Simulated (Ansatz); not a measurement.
Two members of one family (Series GeH2X2), computed with Ansatz in the gas phase. The two geometries come from different levels. Binding counts from free atoms in the multiplicity of their measured ground term, without zero-point energy. A dash marks a value that wasn't run or was left out as unsound. The structures are stationary points that may keep the symmetry of their start. Remarks come from the PBE and PBE0 runs and from stability tests at other levels; not every state was tested. HOMO above LUMO (over both spins in singlets and doublets, within one spin in higher multiplets; at PBE or PBE0), or a gap under 0.15 eV within one spin, warns that the state may not be the lowest or that an electron is smeared out.

First: Ge(OAc)2H2 (singlet, charge 0, r2SCAN-D4/def2-SVP geometry).

```xyz
17

Ge   -0.038    0.886    0.045
O     0.661   -0.430    1.146
C     1.195    0.179    2.199
C     1.817   -0.744    3.203
O     1.159    1.399    2.293
H     2.207   -0.171    4.052
H     2.628   -1.312    2.722
H     1.071   -1.477    3.543
O    -0.626   -0.368   -1.188
C    -1.217    0.297   -2.174
C    -1.760   -0.571   -3.269
O    -1.286    1.517   -2.146
H    -2.214    0.047   -4.052
H    -2.507   -1.264   -2.849
H    -0.952   -1.189   -3.687
H     1.102    1.684   -0.562
H    -1.241    1.516    0.724
```

| level | HOMO (eV) | LUMO (eV) | gap (eV) | vertical IE (eV) | vertical triplet (eV) | binding per atom (eV) |
| --- | --- | --- | --- | --- | --- | --- |
| PBE-D4/def2-SVP | -6.37 | -1.03 | 5.34 | – | – | 4.51 |
| PBE-D4/def2-TZVP | -6.55 | -1.18 | 5.37 | 9.28 | 5.33 | 4.46 |
| BLYP-D4/def2-TZVP | -6.45 | -1.08 | 5.38 | 9.22 | – | 4.33 |
| r2SCAN-D4/def2-TZVP | -6.89 | -0.91 | 5.97 | – | 5.30 | 4.35 |
| PBE0-D4/def2-TZVP | -8.19 | -0.05 | 8.15 | 9.92 | 5.39 | 4.33 |

Remarks: gap within one spin near zero at PBE or PBE0 (+1 doublet), gap within one spin near zero at PBE or PBE0 (triplet).

Second: Ge(eta1-allyl)2H2 (singlet, charge 0, PBE-D4/def2-SVP geometry).

```tsv
atom	x (Å)	y (Å)	z (Å)
Ge1	0.3551	-0.1579	0.0400
C2	-0.5174	0.2345	-1.7088
C3	0.4153	-0.0222	-2.8470
C4	0.3665	-1.0783	-3.6826
H5	-0.8347	1.2990	-1.6709
H6	-1.4294	-0.3938	-1.7731
H7	1.2317	0.7123	-2.9764
H8	-0.4231	-1.8450	-3.5986
H9	1.1121	-1.2137	-4.4809
C10	-0.8308	0.3672	1.5549
C11	-0.2496	-0.0519	2.8667
C12	0.3396	0.7630	3.7636
H13	-1.8135	-0.1165	1.3691
H14	-0.9732	1.4657	1.4996
H15	-0.2840	-1.1361	3.0837
H16	0.4083	1.8519	3.5963
H17	0.7742	0.3711	4.6958
H18	1.6904	0.6312	0.1483
H19	0.6625	-1.6804	0.1203
```

Question: Estimate how these quantities change from the first to the second (second minus first).

Answer: 
```json
{"level": "PBE-D4/def2-SVP", "Δ HOMO (eV)": "0.79", "Δ LUMO (eV)": "0.05", "Δ gap (eV)": "-0.74", "Δ vertical IE (eV)": "–", "Δ vertical triplet (eV)": "–", "Δ binding per atom (eV)": "-0.34"}
{"level": "PBE-D4/def2-TZVP", "Δ HOMO (eV)": "0.87", "Δ LUMO (eV)": "0.01", "Δ gap (eV)": "-0.86", "Δ vertical IE (eV)": "-1.27", "Δ vertical triplet (eV)": "-1.34", "Δ binding per atom (eV)": "-0.32"}
{"level": "BLYP-D4/def2-TZVP", "Δ HOMO (eV)": "0.94", "Δ LUMO (eV)": "0.05", "Δ gap (eV)": "-0.89", "Δ vertical IE (eV)": "–", "Δ vertical triplet (eV)": "–", "Δ binding per atom (eV)": "-0.28"}
{"level": "r2SCAN-D4/def2-TZVP", "Δ HOMO (eV)": "1.04", "Δ LUMO (eV)": "-0.04", "Δ gap (eV)": "-1.08", "Δ vertical IE (eV)": "–", "Δ vertical triplet (eV)": "-1.51", "Δ binding per atom (eV)": "-0.28"}
{"level": "PBE0-D4/def2-TZVP", "Δ HOMO (eV)": "1.50", "Δ LUMO (eV)": "-0.15", "Δ gap (eV)": "-1.64", "Δ vertical IE (eV)": "-1.64", "Δ vertical triplet (eV)": "-1.44", "Δ binding per atom (eV)": "-0.24"}
```
